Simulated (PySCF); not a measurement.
Name the molecule from its bond curve

A diatomic of charge -1 contains Sn. Its triplet curve at UHF-SCS-MP2 in a double-zeta basis (scalar-relativistic core potentials, PySCF), in eV from the separated fragments:

(R (Å), E (eV)): (1.890, -2.079), (1.974, -2.334), (2.037, -2.424), (2.100, -2.453), (2.163, -2.438), (2.247, -2.369), (2.352, -2.235), (2.478, -2.039)

The fit gives ωe = 423 cm⁻¹ and the rotational constant Bₑ = 0.2316 cm⁻¹.

Q: Which atom is the partner?

A: The minimum lies at 2.107 Å, so the reduced mass is 16.8576 u Å² cm⁻¹/(Bₑ·Re²) = 16.40 u. With Sn at 119.90 u the partner weighs about 19.0 u: F. The molecule is SnF⁻.

Correlated steps freeze 5 core orbitals. Spin–orbit coupling is left out. The state is the lowest determinant that a PBE0 search found; another state may lie lower at other levels.
